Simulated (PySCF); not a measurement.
Compound: C₅H₁₁Al.
Structure used (PBE0-D3(BJ)/def2-SVP), in Å, numbered top down from 1:
```xyz
17
C5H11Al angstrom
C     -2.0425   -0.2551   -0.4227
C     -0.5304   -0.1258   -0.5423
C      0.0059    1.0823    0.2508
C      1.5371    1.1996    0.1480
Al     2.0413   -0.7023    0.1543
C      0.2264   -1.4046   -0.1212
H     -2.5582    0.6603   -0.7566
H     -2.4211   -1.0960   -1.0238
H     -2.3325   -0.4389    0.6256
H     -0.2922    0.0664   -1.6079
H     -0.2828    0.9439    1.3107
H     -0.5084    2.0015   -0.0817
H      1.8205    1.6438   -0.8266
H      1.9689    1.8627    0.9138
H      3.4494   -1.4295    0.3176
H     -0.1724   -1.7589    0.8521
H      0.0756   -2.2377   -0.8260
```

The closed-shell ground state was solved at several levels (PySCF, density fitting, gas phase, non-relativistic).

| level | basis functions | total energy (Eh) | HOMO (eV) | LUMO (eV) | gap (eV) | dipole (D) |
| --- | --- | --- | --- | --- | --- | --- |
| CAM-B3LYP/def2-SVPD | 212 | -439.2464 | -8.36 | -0.06 | 8.30 | 0.08 |
| PBE0/pcSseg-1 | 164 | -439.1811 | -7.04 | -1.02 | 6.02 | 0.08 |

Question: What might wB97X-D/pcSseg-1 (164 basis functions) give for the same quantities?

Answer: Total energy -439.4719 Eh, HOMO -8.89 eV, LUMO 0.66 eV, gap 9.55 eV, dipole 0.06 D.

Question: Over all these levels, which gives the widest orbital gap and which the narrowest?

Answer: wB97X-D/pcSseg-1 (range-separated hybrid) has the widest, 9.55 eV, and PBE0/pcSseg-1 (global hybrid, 25 % exact exchange) the narrowest, 6.02 eV. The two share the basis. From the narrowest to the widest the HOMO moves by -1.85 eV and the LUMO by +1.68 eV.

Question: How far do the dipole and the HOMO energy spread over the levels?

Answer: The dipole runs from 0.06 to 0.08 D (mean 0.07 D) and the HOMO from -8.89 to -7.04 eV.

One conformer stands for the species.

The pairwise dispersion term of wB97X-D wasn't added to the energies; at a given geometry it leaves orbitals and properties as they are.
